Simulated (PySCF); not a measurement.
C2H2Cl (SMILES C=[C]Cl), doublet (typed; the unrestricted solution is spin-contaminated), geometry from GFN2-xTB. Base run: CCSD(T)/6-31G* (PySCF).

PySCF was given this input:
```python
from pyscf import gto, scf, cc

mol = gto.M(
    atom='''
C     0.10210539    0.67520826    0.00485216
C     1.34731481    1.04507097    0.01187153
Cl   -0.73486159   -0.75123729   -0.00767688
H     2.19266263    0.35806744    0.01041576
H     1.60346329    2.09129104    0.01974902
''',
    basis='6-31g*',
    spin=1,
    verbose=4,
)

mf = scf.UHF(mol)
mf.kernel()

mycc = cc.CCSD(mf)
mycc.kernel()
et = mycc.ccsd_t()
print('E(CCSD(T)) = %.10f' % (mycc.e_tot + et))
mf.analyze()
```

The base run was repeated with changes; each row names its change, and settings that it needs were set with it.

| change | ΔE vs base (mEh) | MP2 correlation (Eh) | CC correlation without the perturbative part (Eh) | basis functions | core-seconds (rough) |
|---|---|---|---|---|---|
| base | 0.000 | -0.35240 | -0.39399 | 50 | 30 |
| cc.level_shift = 0.2 | 0.000 | -0.35240 | -0.39399 | 50 | 30 |
| cart = on | [?] | [?] | [?] | [?] | 30 |
| frozen = 6 | [?] | [?] | [?] | 50 | 10 |
| density fitting = JK and correlation | -0.128 | -0.35247 | -0.39415 | 50 | 30 |
| cc.iterative_damping = 0.8 | 0.000 | -0.35240 | -0.39399 | 50 | 30 |
| cc.diis_space = 3 | 0.000 | -0.35240 | -0.39399 | 50 | 30 |
| frozen = 7 | [?] | [?] | [?] | 50 | 9 |
| cc.diis_space = 10 | 0.000 | -0.35240 | -0.39399 | 50 | 30 |
| frozen = 8 | 59.965 | -0.30043 | -0.33597 | 50 | 7 |

Task: What belongs in the gaps?

Result: 
- cart = on, ΔE vs base (mEh): -14.599
- cart = on, MP2 correlation (Eh): -0.36504
- cart = on, CC correlation without the perturbative part (Eh): -0.40615
- cart = on, basis functions: 53
- frozen = 6, ΔE vs base (mEh): 9.029
- frozen = 6, MP2 correlation (Eh): -0.34260
- frozen = 6, CC correlation without the perturbative part (Eh): -0.38520
- frozen = 7, ΔE vs base (mEh): 10.204
- frozen = 7, MP2 correlation (Eh): -0.34123
- frozen = 7, CC correlation without the perturbative part (Eh): -0.38405

Open shells are given as the SCF converged; they aren't shown to be the lowest states, and a large step between rows can be another state.
